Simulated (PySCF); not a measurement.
**TDDFT excited states: C9H9N**

Compound: C9H9N.
SMILES: `c1ccccc1C#CCN`

Theory: TDDFT wB97X-D/def2-SVPD, vertical, gas phase, core orbitals frozen in the response in PySCF 2.14.0, density-fitted response routines. One conformer (not necessarily the lowest) at the PBE0-D3(BJ)/def2-SVP geometry, without solvent, vibrations or thermal averaging. Torsions of this conformer, `[NH2:1][CH2:2][C:3]#[C:4][c:5]1[cH:6][cH:7][cH:8][cH:9][cH:10]1`: H–N1–C2–C3 58°, H–N1–C2–C3 -58°.

```csv
state,E (eV),E (hartree),f,|μ| (D),"main configurations (H = HOMO, L = LUMO)"
S1,5.16,0.1895,0.0007,0.18,"H→L+1 (52%), H-2→L (43%)"
S2,5.24,0.1927,0.391,4.43,H→L (88%)
S3,5.54,0.2037,0.0003,0.13,"H-1→L (56%), H-3→L (33%)"
S4,6.09,0.2237,0.0001,0.05,"H→L+4 (26%), H→L+3 (24%), H→L+2 (20%)"
S5,6.48,0.2380,0.282,3.39,"H-2→L (51%), H→L+1 (45%)"
S6,6.59,0.2421,0.087,1.87,"H-2→L+1 (57%), H-4→L (20%)"
S7,6.66,0.2447,0.010,0.63,"H→L+2 (66%), H→L+4 (12%), H→L+3 (12%)"
S8,6.75,0.2480,0.373,3.82,"H-1→L+2 (57%), H-1→L+3 (14%), H-2→L+1 (13%)"
S9,7.06,0.2593,0.0026,0.31,"H-1→L+1 (58%), H-3→L+1 (33%)"
S10,7.10,0.2608,0.013,0.69,"H-3→L (54%), H-1→L (31%)"
```

Triplets (Tamm–Dancoff): T1 3.63 eV, H→L (85%); T2 4.60 eV, H→L+1 (50%), H-2→L (43%); T3 4.67 eV, H-2→L+1 (88%), H→L (8%); T4 4.96 eV, H-2→L (54%), H→L+1 (41%).

The lowest singlet comes at 240 nm (497 kJ/mol) in the ultraviolet; it is very weak; its leading configuration is HOMO→LUMO+1 (52%). The most intense listed level is S2 at 5.24 eV (236 nm, f = 0.391), 0.09 eV above S1. Löwdin shares by element: HOMO carbon 65% or more (atoms not listed hold the other 35%); LUMO carbon 55% or more (atoms not listed hold the other 45%). The listed states span 1.94 eV, and the widest gap between neighbours is 0.54 eV (S3 to S4). The oscillator strengths of these states sum to 1.160; summed over the whole spectrum of an exact calculation they would give the number of electrons, 70 (Thomas–Reiche–Kuhn). Orbital energies (eV): HOMO-3 -10.01, HOMO-2 -9.30, HOMO-1 -9.14, HOMO -8.35, LUMO 0.70, LUMO+1 1.34, LUMO+2 2.11. The vertical ionisation energy (ΔSCF) is 8.39 eV, 1.29 eV above S10. Only the lowest 10 singlets were computed, as vertical energies without vibronic structure.

The run took 6.5 min wall on an Arm Neoverse V1 with one thread, no GPU (shared host).
